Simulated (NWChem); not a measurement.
SiH$_{3}$F; SMILES F[SiH3]

Computed with NWChem. All runs use the structure optimised with PBE-D3(BJ)/def2-SVP. Level B3LYP/def2-TZVP: energy and gradient; each run changes one setting, and changes count from the defaults (medium grid, exact Coulomb integrals, symmetry on).

| setting | size of the energy change (μHa) | largest change of a gradient component (μHa/bohr) |
|---|---|---|
| defaults | < 10 | < 30 |
| coarse grid | 20 | 200 |
| extra-fine grid | < 10 | 40 |
| symmetry off | < 10 | other frame |
